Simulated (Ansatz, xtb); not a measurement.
Two isomers of FGeH6NSi

Structure I: `N[Si@@H](F)[GeH3]`, a singlet. Structure II: `[NH2][Ge@@H]([F])[SiH3]`, a singlet. Both are isolated molecules in the gas phase, relaxed with B3LYP-D3(BJ)/def2-SVP; the shapes shown needn't be the lowest conformers.

I (Å):

```xyz
10

F    -1.2319    0.3083   -0.5910
Ge   -0.3753   -2.1722    1.3280
N    -0.2667    1.1176    1.9236
Si   -1.2409    0.0268    1.0265
H    -0.5772    2.0633    2.1267
H     0.7466    1.0579    1.9031
H    -2.6493    0.2138    1.4621
H    -0.6401   -2.6756    2.7631
H    -0.9955   -3.1784    0.3376
H     1.1545   -2.1630    1.1058
```

II (Å):

```yaml
atoms:
  - { symbol: F, position_ang: [0.2059, 1.1605, 2.5671] }
  - { symbol: Ge, position_ang: [-0.8712, 0.2736, 1.4777] }
  - { symbol: N, position_ang: [-2.1081, -0.6780, 2.4271] }
  - { symbol: Si, position_ang: [0.5223, -1.2321, 0.2523] }
  - { symbol: H, position_ang: [-2.7848, -0.1333, 2.9585] }
  - { symbol: H, position_ang: [-1.7412, -1.4243, 3.0141] }
  - { symbol: H, position_ang: [-1.6297, 1.3639, 0.6966] }
  - { symbol: H, position_ang: [1.0276, -2.2826, 1.1826] }
  - { symbol: H, position_ang: [-0.2711, -1.8757, -0.8341] }
  - { symbol: H, position_ang: [1.6728, -0.4948, -0.3408] }
```

Q: Estimate E(II) − E(I) at the level CCSD(T)/def2-SVP + ΔMP2/def2-TZVPP.

A: Calculated at CCSD(T)/def2-SVP + ΔMP2/def2-TZVPP: E(II) − E(I) = +26.9 kcal/mol, so structure I lies lower.

The same difference at several levels:

| level | geometry | E(II) − E(I) (kcal/mol) | departure from the last row (kcal/mol) | job, with rough time for the two |
| --- | --- | --- | --- | --- |
| GFN2-xTB | GFN2-xTB | +13.3 | −13.6 | optimisation, 0.51 s |
| HF/STO-3G | GFN2-xTB | +16.9 | −9.9 | single point, 3.1 s |
| r2SCAN-D4/def2-SVP | GFN2-xTB | +24.4 | −2.4 | single point, 13 s |
| B3LYP-D3(BJ)/def2-SVP | B3LYP-D3(BJ)/def2-SVP | +23.7 | −3.1 | optimisation, 6.6 min |
| HF/def2-SVP | B3LYP-D3(BJ)/def2-SVP | +24.2 | −2.7 | part of the CCSD(T) run |
| MP2/def2-SVP | B3LYP-D3(BJ)/def2-SVP | +23.6 | −3.3 | part of the CCSD(T) run |
| CCSD(T)/def2-SVP | B3LYP-D3(BJ)/def2-SVP | +22.9 | −3.9 | single point |
| CCSD(T)/def2-SVP + ΔMP2/def2-TZVPP | B3LYP-D3(BJ)/def2-SVP | +26.9 |  | single point, 99 s |

As drawn, II has 1 Ge–N, 1 F–Ge, 2 Si–H in place of 1 N–Si, 1 F–Si, 2 Ge–H.

The levels shown agree on the order. The largest departure from CCSD(T)/def2-SVP + ΔMP2/def2-TZVPP is that of GFN2-xTB, 13.6 kcal/mol. The last row adds to CCSD(T) the change of the MP2 difference between the two basis sets, here +3.9 kcal/mol, a large step that makes the value less sure.

With harmonic frequencies from B3LYP-D3(BJ)/def2-SVP (ideal gas, rigid rotor, one conformer each, 298.15 K, 1 atm): the zero-point term adds −0.2 kcal/mol; ΔH is +26.8 and ΔG +26.7 kcal/mol.

The correlated steps freeze 16 core orbitals; the filled d shell of Ge is correlated, in a basis made for valence electrons. Programs: Ansatz 0.2.0, xtb 6.7.1; the last row on 2 threads of AMD EPYC (Zen 3) on a shared host.
